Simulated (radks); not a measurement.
Question: These are the eigenvalues of the occupied orbitals of an atom or ion with whole-number occupations (hartree). Method: Dirac Kohn-Sham, RPBE, spin-unpolarised, spherical densities, finite nucleus; Fermi nuclear charge, rms radius of each element as measured or else 0.836 A^(1/3) + 0.57 fm; computed with a radial shooting solver on a logarithmic mesh with Libxc functionals.

1s1/2: -767.6898
2s1/2: -110.4819
2p1/2: -101.9515
2p3/2: -97.60631
3s1/2: -20.18460
3p1/2: -16.90774
3p3/2: -16.18089
3d3/2: -10.39152
3d5/2: -10.25176
4s1/2: -3.80654
4p1/2: -2.84330
4p3/2: -2.73298
4d3/2: -1.29704
4d5/2: -1.28429

Which element is it, and in what charge state? The configuration may be excited. Open shells, if any, are shared by 2j + 1.

Answer: Z = 43, technetium, charge +3: Tc3+ in [Kr] 4d4. The list shows which subshells hold electrons but not how many an open one holds; the 1s level, -767.69 hartree, gives Z - s = 39.2 by -(Z - s)^2/2, which with screening and relativity narrows Z to a few neighbours, and the depths of the outer levels then fix element, charge and occupations together.
